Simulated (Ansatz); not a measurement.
An input meant for LiI₂⁻ (charge -1, singlet).

```yaml
crystal:
  periodic: [false, false, false]
  atoms:
    - {symbol: Li, position_ang: [0.000175, 0.000452, -0.000410]}
    - {symbol: I, position_ang: [-0.415562, 1.939288, 1.601879]}
    - {symbol: I, position_ang: [0.415387, -1.939731, -1.601479]}
basis:
  gaussian: {orbitals: x2c-TZVPPall}
total_charge: -1
hamiltonian: {xc: {name: HSE06}}
multiplicity: 3
output: {forces: true}
```

```sh
$ ansatz run in.yaml --threads 4 --pin off --events-out ev --progress --plain --max-ram 3916MiB
```

**Question.** Predict how Ansatz answers.

**Answer.** The program refused the input. The input holds a key that doesn't belong there (the spin goes under magnetization).
```
Error: YAML parse error: error: line 11 column 1: unknown field `multiplicity`, expected one of crystal, accuracy, basis, kpoints, hamiltonian, magnetization, projection, total_charge, correlation, batch, efield, external_charges, scf, relax, neb, saddle, md, ramp, phonons, dielectric, real_time, elastic, magnetic_configurations, gw, evaluate, workflow, output, checkpoint, execution
 9 | total_charge: -1
10 | hamiltonian: {xc: {name: HSE06}}
11 | multiplicity: 3
12 | output: {forces: true}
```
